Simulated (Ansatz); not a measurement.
Cost and result up the ladder for Zn2Te (3 atoms). The state is a singlet with charge 0. Geometry: PBE-D4/def2-TZVP.

```xyz
3

Zn    0.358    1.186    0.741
Zn   -0.705   -1.011    0.752
Te    0.347   -0.175   -1.493
```

Ansatz on 4 threads of Arm Neoverse V1 on a shared host. Times are rough, and most runs start from the orbitals of an earlier one. No level here is sound enough to serve as a yardstick. Binding counts from free atoms at the same level (Zn singlet, Te triplet; other spins of the atoms weren't run), without zero-point energy or a counterpoise term.

In the def2 sets Te takes a core potential; there is no spin–orbit coupling. Correlated methods freeze 22 core orbitals; core or outer-core shells of Te are correlated, in sets that lack core-valence functions. Another isomer (triplet) lies 0.23 eV lower at PBE0-D4/def2-TZVP; other spin states weren't run for this one.

Correlated methods converge slowly with the basis.

```csv
level,functions,binding energy per atom (eV),remarks
CCSD(T)/def2-TZVPP,178,0.44,"large T1 (0.021), restricted SCF unstable"
LDA (SPW92)/def2-TZVP,146,0.89,restricted SCF unstable in HF
r2SCAN-D4/def2-TZVP,146,0.60,restricted SCF unstable in HF
PBE-D4/def2-TZVP (with forces),146,0.61,restricted SCF unstable in HF
PBE0-D4/def2-TZVP,146,0.56,restricted SCF unstable in HF
B97M-V/def2-TZVP,146,0.49,restricted SCF unstable in HF
```

**Question.** Estimate how long each takes.

**Answer.** LDA (SPW92)/def2-TZVP 0.95 s; PBE-D4/def2-TZVP (with forces) 1.9 s; PBE0-D4/def2-TZVP 2.6 s; r2SCAN-D4/def2-TZVP 3.2 s; B97M-V/def2-TZVP 6.5 s; CCSD(T)/def2-TZVPP 31 s. On shared hardware such times vary by a factor of up to 3.
